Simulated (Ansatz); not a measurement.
Input and output for `FC(F)(F)c1cc2sc(-c3cc4sc(-c5cc6sc(C(F)(F)F)cc6s5)cc4s3)cc2s1`.

```yaml
crystal:
  periodic: [false, false, false]
  atoms:
    - {symbol: F, position_ang: [-10.393614, -1.042156, 0.215943]}
    - {symbol: C, position_ang: [-9.853990, 0.030477, -0.415197]}
    - {symbol: F, position_ang: [-10.318162, 0.002465, -1.689050]}
    - {symbol: F, position_ang: [-10.339793, 1.142900, 0.180891]}
    - {symbol: C, position_ang: [-8.357328, 0.018575, -0.367467]}
    - {symbol: C, position_ang: [-7.547619, 0.917790, 0.305759]}
    - {symbol: C, position_ang: [-6.178255, 0.581482, 0.144600]}
    - {symbol: S, position_ang: [-4.669059, 1.258029, 0.687300]}
    - {symbol: C, position_ang: [-3.754422, -0.003224, -0.151533]}
    - {symbol: C, position_ang: [-2.313752, -0.000674, -0.088925]}
    - {symbol: C, position_ang: [-1.476961, 0.895523, 0.579396]}
    - {symbol: C, position_ang: [-0.112417, 0.569578, 0.400566]}
    - {symbol: S, position_ang: [1.395773, 1.249643, 0.941173]}
    - {symbol: C, position_ang: [2.313750, -0.000685, 0.089085]}
    - {symbol: C, position_ang: [3.754425, 0.002202, 0.151675]}
    - {symbol: C, position_ang: [4.590201, 0.900490, 0.816173]}
    - {symbol: C, position_ang: [5.956670, 0.565615, 0.644964]}
    - {symbol: S, position_ang: [7.461784, 1.241686, 1.198444]}
    - {symbol: C, position_ang: [8.357390, -0.017302, 0.366910]}
    - {symbol: C, position_ang: [9.854040, -0.029089, 0.415249]}
    - {symbol: F, position_ang: [10.340208, -1.139985, -0.183359]}
    - {symbol: F, position_ang: [10.393760, 1.045209, -0.212936]}
    - {symbol: F, position_ang: [10.317715, -0.004245, 1.689371]}
    - {symbol: C, position_ang: [7.547976, -0.917160, -0.305815]}
    - {symbol: C, position_ang: [6.178472, -0.581445, -0.144538]}
    - {symbol: S, position_ang: [4.669522, -1.258993, -0.686655]}
    - {symbol: C, position_ang: [1.476941, -0.896871, -0.579242]}
    - {symbol: C, position_ang: [0.112408, -0.570924, -0.400359]}
    - {symbol: S, position_ang: [-1.395774, -1.251059, -0.940896]}
    - {symbol: C, position_ang: [-4.590541, -0.900861, -0.816485]}
    - {symbol: C, position_ang: [-5.956859, -0.565427, -0.645252]}
    - {symbol: S, position_ang: [-7.462186, -1.240493, -1.199378]}
    - {symbol: H, position_ang: [-7.942540, 1.767165, 0.875796]}
    - {symbol: H, position_ang: [-1.853961, 1.743097, 1.166622]}
    - {symbol: H, position_ang: [4.214509, 1.753934, 1.395421]}
    - {symbol: H, position_ang: [7.943177, -1.766539, -0.875654]}
    - {symbol: H, position_ang: [1.853786, -1.744520, -1.166468]}
    - {symbol: H, position_ang: [-4.215282, -1.754227, -1.396138]}
basis:
  gaussian: {orbitals: cc-pVTZ-DK, fitting: {mean_field: def2-universal-jkfit}}
hamiltonian: {xc: {name: PBE0}, dispersion: d4, pseudopotentials: {relativity: none}}
scf: {lower_state_search: light}
```

```sh
$ ansatz run in.yaml --threads 2 --pin off --events-out ev --progress --plain --max-ram 20480MiB --backend cuda --devices 0, --max-vram 18GiB
```

It prints (some lines left out):

```
Functional definition: PBE0
2838 factors; integrals over basis functions are off by at most 8.9e-1 eV
mean field evaluation 1: about -102019.7513 eV, gradient 1.3e2 eV
mean field evaluation 2: about -101963.5589 eV, gradient 2.0e2 eV
mean field evaluation 4: about -102057.0613 eV, gradient 2.2e1 eV
mean field evaluation 8: about -102058.1980 eV, gradient 5.0e-1 eV
mean field evaluation 16: about -102058.1974 eV, gradient 1.1e-3 eV
mean field -102058.19735973 eV, -3750.5695754395 hartree, gradient 6.7e-5 eV, S^2 0.000000; 0 other end points of the search recorded, 0 dependent functions left out
reference -102058.19741493 eV, -3750.5695774679 hartree; 138, 138 occupied and 930, 930 virtual orbitals, 2838 factors
WARN: the results are in doubt because the basis set is contracted for relativity, which is off
Total energy: -102059.93920440 eV, -3750.6335870502 hartree
In doubt: the basis set is contracted for relativity, which is off
```

Run time 12 s (2 threads of AMD EPYC 7R13 on a shared host and a share (18 GiB) of an NVIDIA H100 80GB HBM3), peak host memory 1.3 GiB.

DK, ANO-RCC and x2c sets are all-electron and run with scalar relativity unless a key says otherwise. The program marks the result for the charge 0 singlet as doubtful (missing relativity).
